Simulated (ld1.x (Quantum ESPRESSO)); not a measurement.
# Pseudopotential generation for As (Z = 33): TM semilocal, PBE, scalar-relativistic.

ld1.x (Quantum ESPRESSO) 7.5 input, shortened:

```
&input
   title='As', zed=33., rel=1, dft='PBE', iswitch=3,
   config='[Ar] 3d10 4s1.75 4p3.25'
 /
 &inputp
   pseudotype=1, tm=.true., lloc=1,
   nlcc=.true., rcore=0.55
 /
3
4S  1  0   1.75   0.00  1.80  1.80  0.0
3D  3  2  10.00   0.00  0.65  0.65  0.0
4P  2  1   3.25   0.00  1.90  1.90  0.0
 &test
   configts(1)='3d10 4s1.75 4p3.25'
 /
```

Poles of the logarithmic derivatives, all-electron (AE) and pseudo (PS). s: poles at 1.1 (AE) and 1.1 (PS) Ry. p: poles at 2.7 (AE) and 2.6 (PS) Ry. d: poles at -3.0 (AE) and -3.0 (PS) Ry. Test radius 2.06 bohr.

* Largest excitation error: -2.0 meV (all-electron minus pseudo) for 3d10 4s1 4p4, out of 7 test configurations

A Bessel basis up to 400 Ry misses an occupied level by 0.05 Ry, so cutoffs and ghosts were not judged.
